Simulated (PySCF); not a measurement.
GaH3O2Se, SMILES [OH][Ga]([OH])[SeH]. Geometry: PBE-D3(BJ)/def2-SVP. The values are those of a single conformer.

Computed equilibrium geometry at PBE-D3(BJ)/def2-SVP (PySCF confirms it by a frequency run) as bond lengths and angles, and its point group (one conformer of several):
point group Cs.
Atoms: Ga1 O2 H3 O4 H5 Se6 H7. Bonds (Å): Ga1–O2 1.803, Ga1–O4 1.798, Ga1–Se6 2.331, O2–H3 0.975, O4–H5 0.976, Se6–H7 1.486. Angles (°): O2–Ga1–O4 115.9, O2–Ga1–Se6 126.2, O4–Ga1–Se6 117.9, Ga1–O2–H3 112.9, Ga1–O4–H5 110.3, Ga1–Se6–H7 88.8.
